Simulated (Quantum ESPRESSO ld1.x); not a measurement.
Values are calculated unless marked as measured or tabulated.
One sound ld1.x (Quantum ESPRESSO 7.5) input for neutral nickel gives E = -1520.888 hartree in 35 iterations:

```
 &input
    zed=28.0,
    iswitch=1,
    rel=1,
    dft='BLYP',
    config='[Ar] 3d8 4s2',
    prefix='ld1',
    max_out_wfc=37,
    file_charge='ld1.rho',
 /
```

Changed or added lines, one case at a time, and what came of them:

- config='[Ar] 3d8 4s2 5g1': refused. The program stops in el_config with "l not found:G": the config string knows s, p, d and f alone.
- beta=0.95: harmless. The Broyden-type mixing copes: 15 iterations against 35, same energy.
- config='[Ar] 3d8 4s2 4s2': refused. The program stops in el_config with "wavefunction 4S found too many times": a shell may stand twice only as spin up and down (lsd = 1) or as its two j (rel = 2, l > 0), within their capacities.
- zed=110.0: refused. The program stops in ld1_readin with "wrong nuclear charge zed: 110.00": zed must lie above 0 and at most 103.
- dft='GGA': refused. The program stops in set_dft_from_name with "GGA: unrecognized dft": the name is not a functional that the program knows.
- xmin=-14.0: usable despite the warning. The mesh starts very near the nucleus, where rounding noise keeps the residual above the threshold; the energy differs from the sound run by -1.05e-05 hartree.
- config='[Ar] 3d8 4s2 8s1': refused. The program stops in el_config with "wrong main quantum number": the config string takes n from 1 to 7 alone.
